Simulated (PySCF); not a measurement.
# O²⁺ (oxygen, charge +2) across methods

[He] 2s2 2p2, high-spin 3P determinant. Computed with PySCF 2.14 in ANO-RCC-VTZP (4s3p2d1f, 30 functions), with scalar relativity by spin-free X2C-1e.

| method | E (hartree) | mean ε 2s α (eV) | mean ε 2s β (eV) | mean ε 2p α (eV) | Σ⟨r²⟩ (bohr²) | ⟨S²⟩ |
| --- | --- | --- | --- | --- | --- | --- |
| UHF | -73.15742 | -72.787 | -62.429 | -55.789 | 5.073 | 2.005 |
| r2SCAN | -73.3065 | -61.250 | -55.734 | -46.135 | 5.069 | 2.003 |
| PBEsol | -73.0058 | -59.638 | -55.220 | -44.905 | 5.104 | 2.001 |
| PBE | -73.2535 | -59.824 | -55.454 | -45.071 | 5.092 | 2.001 |
| LC-wPBE | -73.2834 | -65.726 | -60.821 | -50.664 | 5.092 | 2.001 |
| M06-2X | -73.3314 | -65.851 | -59.919 | -50.256 | 5.068 | 2.002 |
| PBE0 | -73.2681 | -63.262 | -57.608 | -47.906 | 5.079 | 2.002 |
| revPBE | -73.3204 | -59.861 | -55.472 | -45.055 | 5.089 | 2.002 |

Question: Estimate the same row for LDA.

Answer: E (hartree) = -72.7583; mean ε 2s α (eV) = -59.543; mean ε 2s β (eV) = -55.270; mean ε 2p α (eV) = -44.988; Σ⟨r²⟩ (bohr²) = 5.116; ⟨S²⟩ = 2.001.
